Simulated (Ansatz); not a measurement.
Compare A (`O[SiH]1CN=C1F`) with its isomer B (`F[SiH]1COC=N1`).

Calculated with Ansatz (gas phase, PBE0-D4/def2-TZVP geometries, no zero-point term in ΔE). CBS: MP2 limit from def2 TZ/QZ plus the TZ coupled-cluster correction, frozen cores. DFT in def2-TZVPP. B3LYP here is the variant with VWN-RPA as its local correlation; programs differ in this. One conformer a species, not always the lowest.

(1) Which is lower in electronic energy at CCSD(T)/CBS, and by how much? (Best estimate.)

(2) Give E(B) − E(A) in kJ/mol with CCSD/def2-TZVPP, PBE0-D4, BLYP-D4, CCSD(T)/def2-SVP, B3LYP-D4, PBE-D4, B2PLYP. (Best estimate.)

(3) Does the order hold for the free energy at 298.15 K (harmonic terms from PBE0-D4)? (Best estimate.)

Largest T1 diagnostic: 0.015.

## Answers

(1) The calculation gave: B, by 175.3 kJ/mol.

(2) Computed: CCSD/def2-TZVPP -176.1, PBE0-D4 -171.7, BLYP-D4 -174.0, CCSD(T)/def2-SVP -176.2, B3LYP-D4 -178.3, PBE-D4 -165.8, B2PLYP -178.6. None reverses the order clearly.

(3) The calculation gave: Yes: G(B) − G(A) = -167.8 kJ/mol, for one conformer each.

From BLYP to BHLYP (50 % exact exchange), in def2-TZVPP and without D4, E(B) − E(A) moves by −14.5 kJ/mol. Leaving LDA and LC-ωPBE aside and taking each functional with its dispersion term where it has one, the values, not all of them listed here, spread over 20.4 kJ/mol, from BHLYP-D4 to PBE-D4. LDA lies −7.0 kJ/mol from PBE without D4.
